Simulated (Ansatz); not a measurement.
`[NH2][In]([F])[F]` + H₂O → `[OH][In]([F])[F]` + NH₃ at 600 K and 1 bar (formal hydrolysis of the In–N bond).

Calculated with Ansatz (gas phase, PBE0-D4/def2-TZVP geometries, no zero-point term in ΔE). CBS: MP2 limit from def2 TZ/QZ plus the TZ coupled-cluster correction, frozen cores. This one scheme is used for every species. def2 core potentials past Kr. For In outer-core shells are correlated without core-valence functions, which leaves a few kJ/mol of doubt a bond. Each species was taken in one conformer, which may not be the lowest.

| species | CCSD(T)/CBS energy (Eh) | H − E (kJ/mol) | S (J/(mol·K)) |
| --- | --- | --- | --- |
| `[NH2][In]([F])[F]` | -445.37255 | 122.8 | 402.5 |
| H₂O | -76.37941 | 76.8 | 212.8 |
| `[OH][In]([F])[F]` | -465.24461 | 87.7 | 392.5 |
| NH₃ | -56.50880 | 112.4 | 219.5 |

H − E and S are ideal-gas, rigid-rotor, harmonic terms from PBE0-D4/def2-TZVP, for one conformer and one mirror image of each species. 1 Eh = 2625.50 kJ/mol, R = 8.31446 J/(mol·K).

**Question.** By hand: ΔE, ΔH, ΔS and ΔG.

**Answer.** ΔE = (-465.24461) + (-56.50880) − (-445.37255) − (-76.37941) = -0.00145 Eh = -3.8 kJ/mol. Δ(H − E) = 87.7 + 112.4 − 122.8 − 76.8 = 0.5, so ΔH = -3.3 kJ/mol. ΔS = 392.5 + 219.5 − 402.5 − 212.8 = -3.3 J/(mol·K). ΔG = -3.3 − 600 × (-3.3)/1000 = -1.3 kJ/mol.

**Question.** By hand: the equilibrium constant, and the temperature at which ΔG would vanish if ΔH and ΔS stayed fixed.

**Answer.** log₁₀ K = −ΔG/(RT ln 10) = 0.1. ΔG = 0 at ΔH/ΔS = 1000 K, though so small a ΔH makes that figure unsure.

TΔS isn't small against ΔH here. The sign of ΔG lies within the doubt. A doubt of 5 kJ/mol in ΔE shifts log₁₀ K by 0.4 here. Other conformers and mirror images would add mixing entropy, several J/(mol·K) or more a flexible species. These are equilibria of isolated gas molecules and say nothing of rates. Largest T1 diagnostic: 0.018 (customary marks: 0.02 for closed shells, 0.045 for open ones).
